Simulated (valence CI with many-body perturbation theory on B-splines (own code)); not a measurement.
Fe XX in brief

Level of theory: configuration interaction combined with many-body perturbation theory (CI+MBPT): five valence electrons over a frozen Dirac-Fock core [He], radial functions for each j: 11 s, 11 p, 10 d, 8 f, 5 g, 2 h, with the one-electron correlation potential Σ1 (screened to all orders), the two-electron term Σ2, the three-electron term Σ3, Breit, model QED; selected single and double excitations, second order for the rest, scaled by the run's own slope (own B-spline code, finite nucleus).

No measured levels were compared; by estimate levels of excited configurations hold to 0.05 to 0.15 % of their energy, terms of the ground configuration to about 0.5 %. Among the levels kept, up to 5400 cm⁻¹ of a level comes from second order outside the variational space, and about a tenth of that is noise between levels of different J, which matters for small intervals.

Rates and lifetimes use the calculated energies. Strong lines usually hold to 10 to 20 %, long lifetimes can be off by a factor of two.

Problem. What is the ground level?

Solution. 2s²2p³ ⁴S°_3/2, composition 88 % 2s²2p³ ⁴S° + 10 % 2s²2p³ ²P° + 2 % 2s²2p³ ²D°, g = 1.906.

Problem. Name the longest-lived excited levels whose lifetime is computed, and their main decay.

Solution. 2s²2p³ ²D°_5/2 at 176.38 × 10³ cm⁻¹ lives 594 μs, mostly by M1 to 2s²2p³ ⁴S°_3/2; 2s²2p³ ²D°_3/2 at 138.89 × 10³ cm⁻¹ lives 63.4 μs, mostly by M1 to 2s²2p³ ⁴S°_3/2; 2s²2p³ ²P°_1/2 at 260.71 × 10³ cm⁻¹ lives 26.8 μs, mostly by M1 to 2s²2p³ ⁴S°_3/2.

Problem. How well does LS coupling describe the low levels?

Solution. Among the lowest 20 levels the leading LS term, summed over configurations, holds 88 % on average. For single configurations the figures are 87 % in LS and 78 % in jj coupling. Terms mix most in the J = 3/2 level at 7297.0 × 10³ cm⁻¹, where the leading one holds 66 %.

Problem. Where does the other parity begin?

Solution. At 2s2p⁴ ⁴P_5/2, 752.91 × 10³ cm⁻¹.

Problem. What is the ionisation energy?

Solution. 1573.1 eV; NIST lists 1575.6 ± 0.5 eV (measured).

Problem. Among levels below 8820.9 × 10³ cm⁻¹, which E1 lines absorb most strongly from the ground level?

Solution. to 2s²2p²3d ⁴P_3/2 at 1.283 nm, f = 0.488; to 2s²2p²3d ⁴P_5/2 at 1.285 nm, f = 0.468; to 2s²2p²3d ⁴P_1/2 at 1.281 nm, f = 0.204.
